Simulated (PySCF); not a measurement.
CdF2, SMILES [F][Cd][F]. The structure is a stationary point at PBE0-D3(BJ)/def2-TZVP. The def2 effective core potentials stand for the cores of Cd; spin–orbit coupling is left out.

Computed with PBE0-D3(BJ)/def2-TZVP run with PySCF 2.14.0.

Harmonic wavenumbers (cm⁻¹): 138, 138, 542, 647. Rotational constants (GHz): 3.602 (linear); symmetry number 2.

### Question
Work out the zero-point energy and the ideal-gas rigid-rotor harmonic-oscillator thermochemistry at 298.15 K and 1 atm.

### Answer
ZPE = ½ Σ hcν = ½ × 1464 cm⁻¹ = 8.76 kJ/mol. H − E(el) = 21.79 kJ/mol. Entropy in J/(mol K): translation 171.27, rotation 64.52, vibration 27.64, total 263.43. G − E(el) = -56.75 kJ/mol. Cp = 53.88 J/(mol K). Modes under 150 cm⁻¹ make the vibrational entropy uncertain.
